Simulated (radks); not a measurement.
Problem. Yb2+, configuration [Xe] 4f14. Calculated with a radial shooting solver on a logarithmic mesh with Libxc functionals: Dirac Kohn-Sham, LDA (Slater exchange, Perdew-Wang correlation), spin-unpolarised, spherical densities, point nucleus; speed of light set to 205.554 atomic units (1.5 times the physical value, a model run).

Spin-orbit splittings of the eigenvalues, e(l+1/2) - e(l-1/2), with zeta = 2 splitting/(2l+1) and mean radii in bohr:

| shell | occ. | splitting (eV) | zeta (eV) | <r> j=l-1/2 | <r> j=l+1/2 |
|---|---|---|---|---|---|
| 2p | 6 | ? | ? | 0.07383 | 0.07704 |
| 3p | 6 | 88.62 | 59.08 | 0.2166 | 0.2225 |
| 3d | 10 | 21.45 | 8.579 | 0.1957 | 0.1976 |
| 4p | 6 | 19.90 | 13.27 | 0.5194 | 0.5334 |
| 4d | 10 | 4.032 | 1.613 | 0.5588 | 0.5639 |
| 4f | 14 | 0.6173 | 0.1764 | 0.7531 | 0.7612 |
| 5p | 6 | 2.402 | 1.601 | 1.438 | 1.487 |
| 5d | 0 | 0.1774 | 0.07096 | 2.341 | 2.368 |

Estimate the 2p splitting.

Solution. 420.6 eV (zeta = 280.4 eV).
